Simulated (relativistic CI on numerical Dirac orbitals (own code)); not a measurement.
**Spin-allowed bands of a d2 ion in an octahedral site, by hand**

Problem. Take Δ = 12850 cm⁻¹ and B = 420 cm⁻¹ for a d2 ion in an octahedral site. Calculate the three spin-allowed bands.

Working.
1. The terms of highest spin are 3F (energy 0) and 3P (15B = 6300 cm⁻¹). Here the F term splits into A2 at +1.2Δ = 15420, T2 at +0.2Δ = 2570 and T1 at −0.6Δ = -7710 cm⁻¹.
2. The two T1 states mix through the element 0.4Δ: H = [[-7710, 5140], [5140, 6300]], with roots ½(H₁₁ + H₂₂) ∓ ½√[(H₂₂ − H₁₁)² + 4H₁₂²] = ½(-1410) ∓ ½(17377) = -9393 and 7983 cm⁻¹.
3. The ground term is 3T1 at -9393 cm⁻¹.
4. Bands: 3T2 11963 cm⁻¹ (836 nm), 3T1(P) 17377 cm⁻¹ (575 nm), 3A2 24813 cm⁻¹ (403 nm).

Check. Exact diagonalisation of the whole d2 shell with these parameters gives 3T2 11963, 3T1 17377, 3A2 24813 cm⁻¹. The match is exact, since without spin-orbit coupling no other term has this spin. The ratio of the second band to the first, 1.453, depends on Δ/B = 30.6 alone, which is how a Tanabe-Sugano diagram is read.
